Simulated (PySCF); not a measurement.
# Löwdin shares of the frontier orbitals

Compound: C₄H₈F₃P.
Atom-mapped SMILES: `[CH3:1][CH2:2][PH:3][CH2:4][C:5]([F:6])([F:7])[F:8]` (hydrogens: H9, H10, H11 on C1; H12, H13 on C2; H14 on P3; H15, H16 on C4)

Geometry (GFN2-xTB, Å), atoms numbered from 1 in this order:
```xyz
16
C4H8F3P angstrom
C      1.8512    0.4833    0.3291
C      1.1496   -0.8302    0.6496
P     -0.0991   -1.4358   -0.5860
C     -1.0882    0.1266   -0.9334
C     -2.0146    0.4066    0.2185
F     -2.9297    1.3501   -0.0706
F     -1.3654    0.8474    1.3085
F     -2.6976   -0.6813    0.5990
H      1.1858    1.3309    0.4738
H      2.2188    0.4925   -0.6962
H      2.7006    0.6146    0.9964
H      1.8820   -1.6416    0.7126
H      0.6549   -0.7716    1.6228
H      0.7116   -1.2245   -1.7108
H     -0.4623    1.0025   -1.1092
H     -1.7053   -0.0606   -1.8156
```

Method used: TDDFT wB97X-D/def2-SVPD, vertical, gas phase, core orbitals frozen in the response in PySCF.

Frontier orbitals with the atoms that hold most of them (Löwdin shares over 4%, at most four atoms; ? is withheld):

```csv
orbital,ε (eV),atoms
LUMO+2,2.85,"P3 26%, C1 18%, H11 14%, H14 8%"
LUMO+1,2.30,"P3 32%, C2 14%, H12 11%, H14 9%"
LUMO,2.02,?
HOMO,-9.10,"P3 62%, C2 10%, C4 10%, H14 6%"
HOMO-1,-11.30,?
HOMO-2,-11.71,"P3 18%, C2 18%, H14 14%, C4 13%"
HOMO-3,-12.45,"C1 23%, C2 11%, H9 10%, P3 10%"
```

(1) Which atoms hold the LUMO, and with what shares?

(2) Give the leading atoms of the HOMO-1.

(3) The HOMO–LUMO gap is 11.12 eV. Where does the response calculation put the lowest singlet, and from which orbitals?

(4) Give energy, strength and leading configuration of S1 and S2, and follow the Löwdin shares of the leading atoms from the occupied to the empty orbital.

Answers

(1) P3 (bonded to 2 C and H) 19%; C4 (bonded to C, P and 2 H) 13%; C1 (bonded to C and 3 H) 11%; H14 (bonded to P) 11%. By element: carbon 24% or more, phosphorus 19%, hydrogen 11% or more.

(2) C2 (bonded to C, P and 2 H) 28%; P3 (bonded to 2 C and H) 20%; C4 (bonded to C, P and 2 H) 12%; C1 (bonded to C and 3 H) 10%. By element: carbon 51% or more, phosphorus 20%.

(3) S1 is at 6.77 eV (f = 0.066), 4.34 eV below the gap, made of HOMO→LUMO (75%), HOMO→LUMO+2 (13%). Without the coupling terms of the response equations the lowest excitation would equal the gap.

(4) 
- S1 (6.77 eV, f 0.066), HOMO→LUMO (75%): P3 62% → 19%, C2 10% → at most 11%, C4 10% → 13%
- S2 (6.87 eV, f 0.074), HOMO→LUMO+1 (86%): P3 62% → 32%, C2 10% → 14%

Löwdin shares depend on the basis, the more so with diffuse functions.

One conformer stands for the species.
